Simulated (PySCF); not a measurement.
A geometry optimisation on `C[S][Mo](=[O])(=[O])[S]C` (MoO2(SMe)2).

Method: PBE0-D3(BJ)/def2-SVP geometry optimisation, gas phase, def2 core potentials past Kr (PySCF 2.14.0). Start geometry: GFN2-xTB. A driver script takes a list of jobs; this job's settings line and coordinates (Å) are shown.

Input:
```
{"job": {"xc": "PBE0", "basis": "def2-SVP", "d3": "d3bj", "grid": 1, "maxiter": 30, "shake": 0.03, "kind": "geom"}, "charge": 0, "multiplicity": 1}
Mo     0.363260    -0.614500     0.895350
O      0.306290    -0.587650     2.511030
O      1.574860    -0.414100    -0.081040
S     -0.764680     1.416880     0.346680
C      0.330270     2.647290     0.894210
H      0.431580     2.599020     2.000760
H     -0.037930     3.633940     0.658090
H      1.337630     2.514590     0.406820
S     -1.112390    -2.115100     0.130220
C     -0.642530    -2.269840    -1.666640
H     -1.078720    -1.424460    -2.210280
H     -1.042930    -3.186410    -2.053520
H      0.365920    -2.251780    -1.809470
```

Output:
```
step   0  E = -1093.97580595  max force = 0.194902
step   1  E = -1094.02736796  max force = 0.041726
step   2  E = -1094.03612506  max force = 0.014904
step   3  E = -1094.03748893  max force = 0.008212
step   4  E = -1094.03777803  max force = 0.003709
step   5  E = -1094.03791285  max force = 0.001942
step   6  E = -1094.03799283  max force = 0.000954
step   7  E = -1094.03817766  max force = 0.002482
step   8  E = -1094.03869347  max force = 0.010395
step   9  E = -1094.03913969  max force = 0.014044
step  10  E = -1094.04049417  max force = 0.008746
step  11  E = -1094.04049009  max force = 0.005148
step  12  E = -1094.04172712  max force = 0.005084
step  13  E = -1094.04163329  max force = 0.002833
step  14  E = -1094.04199303  max force = 0.001438
step  15  E = -1094.04215619  max force = 0.000627
step  16  E = -1094.04226667  max force = 0.000817
step  17  E = -1094.04244872  max force = 0.000986
step  18  E = -1094.04261352  max force = 0.000893
step  19  E = -1094.04263797  max force = 0.000517
step  20  E = -1094.04264113  max force = 0.001013
step  21  E = -1094.04264158  max force = 0.001011
step  22  E = -1094.04264481  max force = 0.000563
step  23  E = -1094.04264700  max force = 0.000449
optimisation converged
```

Energies in Eh; «max force» is the largest Cartesian gradient component in Eh/bohr.

At which steps does the energy rise by more than 1e-5 Eh?

At step 13 (+0.09 mEh).

Summary of the converged run: final energy -1094.04265 Eh after 23 steps; dipole 4.67 D.

On Arm Neoverse V1, one thread, shared host with 32 logical CPUs at a one-minute load of 16, this took 6.2 min of wall time and 0.61 GiB of memory at its peak.
Labels such as C1 count atoms from 1, the log's own numbers from 0.
